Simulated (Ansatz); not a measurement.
Geometry optimisation, RKS PBE/def2-SVP (Ansatz).

The input (input.yaml):

```yaml
crystal:
  periodic: [false, false, false]
  atoms:
    - { symbol: Ga, position_ang: [0.0, 0.0, 0.0] }
    - { symbol: Cl, position_ang: [0.0, 0.0, 2.59] }
    - { symbol: C, position_ang: [1.7147, 0.0, -0.99] }
    - { symbol: H, position_ang: [2.0443, -1.0462, -1.1602] }
    - { symbol: H, position_ang: [1.5782, 0.508, -1.9674] }
    - { symbol: H, position_ang: [2.4842, 0.5381, -0.3982] }
    - { symbol: C, position_ang: [-1.7147, 0.0, -0.99] }
    - { symbol: H, position_ang: [-2.2748, -0.9305, -0.7608] }
    - { symbol: H, position_ang: [-2.3188, 0.8797, -0.6846] }
    - { symbol: H, position_ang: [-1.513, 0.0508, -2.0803] }
    - { symbol: Br, position_ang: [0.1219, 2.5784, 0.8577] }
    - { symbol: H, position_ang: [0.0692, 1.4628, 2.1491] }
basis:
  gaussian: { orbitals: def2-SVP }
hamiltonian:
  xc: pbe
relax:
  f_tol: 0.15
  max_steps: 25
  restrain:
    - { distance: [0, 10], at: 2.42, k: 30.0 }
    - { distance: [11, 1], at: 1.37, k: 30.0 }
    - { distance: [0, 1], at: 3.44, k: 30.0 }
    - { distance: [11, 10], at: 2.75, k: 30.0 }
```

Command:

```bash
$ ansatz run input.yaml --threads 4 --pin off --max-ram 5120MiB --backend cpu --events-out ev --progress --plain --runs-dir out
```

Task: Where does it end, and by what steps?

Result: The run converged. The restraints hold the end off the free minimum; the threshold counts their pulls, which the force column leaves out. Restrained pairs: Ga1–Br11 (2.72 → 2.41 Å), Cl2–H12 (1.53 → 1.34 Å), Ga1–Cl2 (2.59 → 3.44 Å), Br11–H12 (1.71 → 2.75 Å). After 9 steps the energy has fallen by 0.474 eV (the restraints' own energy left out); Ga1 moved furthest, 0.92 Å.

| step | energy less start (eV) | largest force component (eV/Å) | accepted |
| --- | --- | --- | --- |
| 0 | 0.0000 | 1.512 | yes |
| 1 | -0.0216 | 1.788 | yes |
| 2 | -0.1028 | 1.558 | yes |
| 3 | -0.1909 | 0.645 | yes |
| 4 | -0.3368 | 1.171 | yes |
| 5 | -0.4173 | 1.038 | yes |
| 6 | -0.4554 | 0.916 | yes |
| 7 | -0.4642 | 0.798 | yes |
| 8 | -0.4621 | 1.060 | yes |
| 9 | -0.4745 | 0.865 | yes |

```xyz
12
Properties=species:S:1:pos:R:3
Ga 0.032 0.695 -0.597
Cl -0.065 -0.207 2.717
C 1.831 0.019 -1.019
H 1.841 -1.087 -1.093
H 2.142 0.441 -1.997
H 2.560 0.350 -0.255
C -1.794 0.053 -0.951
H -1.932 -0.957 -0.516
H -2.543 0.744 -0.523
H -1.952 -0.018 -2.047
Br 0.096 2.897 0.382
H -0.024 1.110 2.464
```

Run time: 21 s on 4 threads of Arm Neoverse V2, on a shared host, peak memory 0.23 GiB.
